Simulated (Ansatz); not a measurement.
Born–Oppenheimer molecular dynamics of BH$_{2}$O$_{2}$S (6 atoms, charge 0, multiplicity 2). It starts at the highest image of a converged band. Of that band: The profile has 2 maxima (images 2, 5) with wells between them (image 3): this band takes more than one step, which may be the mechanism or a detour left from its start path. Neighbouring images differ by up to 1.2 eV, so the band resolves the path poorly. A vibrational analysis at the climbing image gives one clearly imaginary mode, 1439i cm⁻¹: a first-order saddle point.

These are results of UKS PBE/def2-SVPD in Ansatz 0.2.0, not measurements.

```
ensemble                      : NVE (velocity Verlet)
time step                     : 0.5 fs
steps asked                   : 200
starting velocities drawn for : 300 K
seed                          : 6357
```

First frame:

```xyz
6
Properties=species:S:1:pos:R:3
O 0.385 1.253 -0.756
B 0.210 0.100 -0.070
O 1.123 -0.658 0.592
S -1.242 -1.048 0.249
H -0.415 1.603 -1.179
H -0.019 -1.315 1.120
```

(1) What does the run give?

(2) What happens to the structure?

(3) How do temperature and energy run in time?

## Answers

(1) The run went to its last step.

```
steps done                                               : 200
time covered                                             : 100 fs
mean temperature over the second half                    : 1384 K
spread of the potential energy over the second half      : 35.4 meV per atom
mean potential energy of the second half above the start : -93.8 meV per atom
```

The conserved energy stayed within 2.4 meV per atom of its start (net change -0.27 meV per atom), so the integration is sound. The kinetic energy rose, since the run started high on the potential surface and went downhill. A run of 0.1 ps of so small a system gives no equilibrium averages.

(2) Between its relaxed ends the band would form S4–H6 and break O3–H6. These pairs go: S4–H6 1.52 → 3.17 Å, O3–H6 1.42 → 1.07 Å. In the last frame they stand as before the step (other bonds may differ from the relaxed reactants and products). It ends as one piece, BH2O2S. Pairs count as bonded within 1.25 times the sum of covalent radii (0.12 Å more for H–H). This is one draw of velocities; another would differ in detail.

(3) 
| time (fs) | T (K) | potential energy less start (eV) | conserved less start (meV/atom) |
| --- | --- | --- | --- |
| 0.0 | 300 | 0.000 | 0.00 |
| 3.0 | 250 | 0.026 | 0.02 |
| 6.0 | 167 | 0.069 | 0.02 |
| 9.0 | 108 | 0.099 | 0.03 |
| 12.0 | 126 | 0.090 | 0.07 |
| 15.0 | 529 | -0.117 | 0.21 |
| 18.0 | 1561 | -0.658 | -1.01 |
| 21.0 | 2237 | -1.011 | -1.55 |
| 24.0 | 1095 | -0.409 | 0.37 |
| 27.0 | 2081 | -0.931 | -1.75 |
| 30.0 | 1783 | -0.778 | -1.83 |
| 33.0 | 1075 | -0.398 | 0.49 |
| 36.0 | 2205 | -0.998 | -2.17 |
| 39.0 | 2285 | -1.040 | -2.31 |
| 42.0 | 1451 | -0.592 | 0.49 |
| 45.0 | 2498 | -1.148 | -1.97 |
| 48.0 | 2589 | -1.195 | -1.92 |
| 51.0 | 1327 | -0.529 | 0.35 |
| 54.0 | 1922 | -0.848 | -1.52 |
| 57.0 | 1221 | -0.483 | -1.15 |
| 60.0 | 904 | -0.311 | 0.25 |
| 63.0 | 1804 | -0.780 | -0.42 |
| 66.0 | 1807 | -0.773 | 0.91 |
| 69.0 | 1413 | -0.575 | 0.07 |
| 72.0 | 1468 | -0.606 | -0.31 |
| 75.0 | 1052 | -0.380 | 1.43 |
| 78.0 | 1202 | -0.466 | 0.08 |
| 81.0 | 1485 | -0.614 | -0.25 |
| 84.0 | 1208 | -0.462 | 1.31 |
| 87.0 | 1204 | -0.468 | -0.10 |
| 90.0 | 905 | -0.312 | 0.09 |
| 93.0 | 831 | -0.272 | 0.47 |
| 96.0 | 1655 | -0.706 | -0.83 |
| 99.0 | 1137 | -0.431 | 0.31 |

Time of the run: 5.1 min on 2 threads of Intel(R) Xeon(R) Platinum 8488C (Sapphire Rapids), on a shared host, peak memory 0.23 GiB.
